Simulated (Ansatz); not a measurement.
ClH4N2OV, SMILES `[NH]=[V]([NH2])([OH])[Cl]`, relaxed with RKS PBE0-D4/def2-TZVP in the Gaussian-basis code of Ansatz from a PBE-D4/def2-SVP geometry. The force threshold is 0.005 eV/Å; the program also tests the step.

The species carries charge 0 and has multiplicity 1.

Start:

```xyz
9

N     1.310    0.552   -0.612
V    -0.067   -0.248   -0.331
N    -0.186   -0.332    1.486
O    -1.454    0.628   -1.005
Cl    0.057   -2.269   -1.199
H     2.220    0.904   -0.937
H     0.503   -0.019    2.173
H    -1.046   -0.670    1.935
H    -1.337    1.454   -1.509
```

How much energy does the relaxation release, and in how many steps? (Best estimate.)

Computed: 3.49 kJ/mol, in 8 steps, 1 of them rejected.

Which bonds change most? (Best estimate.)

The calculation gave: V2–Cl5 from 2.203 to 2.184 Å; N1–H6 from 1.028 to 1.012 Å; N1–V2 from 1.617 to 1.601 Å; O4–H9 from 0.975 to 0.959 Å.

Give the relaxed structure. (Estimate.)

The calculation gave: 
```xyz
9

N     1.312    0.535   -0.604
V    -0.061   -0.242   -0.330
N    -0.177   -0.330    1.477
O    -1.439    0.628   -1.005
Cl    0.049   -2.245   -1.192
H     2.210    0.892   -0.903
H     0.504   -0.020    2.149
H    -1.029   -0.657    1.916
H    -1.369    1.441   -1.508
```
